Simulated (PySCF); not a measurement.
Mo(O)(NH)(NH2)(SH) (H4MoN2OS), SMILES [NH]=[Mo]([NH2])(=[O])[SH], multiplicity 1.

Geometry: PBE-D3(BJ)/def2-SVP. The spin state was assumed, not searched. The structure was generated by enumeration; whether it is a known compound was not checked. The def2 effective core potentials stand for the cores of Mo; spin–orbit coupling is left out. Other conformers were not sampled.

Method: PySCF with PBE-D3(BJ)/def2-SVP.

Frequencies are harmonic and unscaled.

Computed harmonic wavenumbers and intensities:
| mode | ν (cm⁻¹) | IR (km/mol) | moving atoms (share of kinetic energy) |
|---|---|---|---|
| 1 | 154 | 1.7 | N 34 %, S 21 %, H 20 %, O 14 %, Mo 10 % |
| 2 | 156 | 3.1 | N 37 %, S 24 %, H 16 %, Mo 13 %, O 11 % |
| 3 | 211 | 3.3 | O 35 %, H 25 %, N 24 %, Mo 8 % |
| 4 | 211 | 2.6 | N 41 %, H 27 %, Mo 12 %, O 11 %, S 8 % |
| 5 | 257 | 8.8 | O 44 %, H 25 %, N 22 % |
| 6 | 288 | 23.4 | H 63 %, N 20 %, O 10 % |
| 7 | 379 | 14.9 | S 46 %, H 30 %, Mo 20 % |
| 8 | 389 | 4.4 | H 73 %, S 15 %, Mo 8 % |
| 9 | 446 | 146.4 | H 77 %, N 22 % |
| 10 | 518 | 132.5 | H 75 %, N 23 % |
| 11 | 608 | 20.7 | H 91 % |
| 12 | 629 | 8.7 | H 82 %, N 14 % |
| 13 | 651 | 14.7 | H 54 %, N 41 % |
| 14 | 718 | 125.4 | N 52 %, H 33 %, Mo 14 % |
| 15 | 950 | 83.3 | N 72 %, Mo 18 % |
| 16 | 986 | 101.3 | O 81 %, Mo 13 % |
| 17 | 1452 | 24.0 | H 89 %, N 11 % |
| 18 | 2590 | 1.1 | H 97 % |
| 19 | 3466 | 147.9 | H 95 % |
| 20 | 3470 | 71.9 | H 94 % |
| 21 | 3573 | 44.5 | H 91 %, N 9 % |
